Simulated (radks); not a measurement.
Neutral hydrogen inside a hard spherical wall (all orbitals vanish at R), configuration held at 1s1 and not refilled when levels cross. Method: scalar-relativistic Kohn-Sham, LDA (Slater exchange, VWN5 correlation), spin-polarised, spherical densities, point nucleus; open shells are filled with parallel spins first; computed with a radial shooting solver on a logarithmic mesh with Libxc functionals. Eigenvalues in eV for spin up, with the zero of energy where the potential of the charges vanishes at infinity; a dash marks a level that is unbound or too diffuse for the functional's potential to be trusted. A positive occupied level is held by the wall or, in an anion where self-interaction has pushed it up, behind a barrier. The pressure on the wall is -dE/dV.

\begin{tabular}{lrrrrrr}
R (bohr) & E (hartree) & kinetic (hartree) & e(1s) & e(2s, empty) & e(2p, empty) & pressure (GPa) \\ \hline
free & -0.47868 & 0.467 & -7.319 & - & - & 0 \\
15 & -0.47868 & 0.467 & -7.319 & 0.369 & 0.650 & < 0.0001 \\
12 & -0.47868 & 0.467 & -7.319 & 0.689 & 0.918 & < 0.0001 \\
8 & -0.47860 & 0.467 & -7.308 & 2.316 & 1.979 & 0.00406 \\
5 & -0.47332 & 0.498 & -6.910 & 9.530 & 5.933 & 0.695 \\
4 & -0.45733 & 0.563 & -6.039 & 17.885 & 10.305 & 4.33 \\
2 & -0.07749 & 1.394 & 7.872 & 101.63 & 53.436 & 390 \\
\end{tabular}
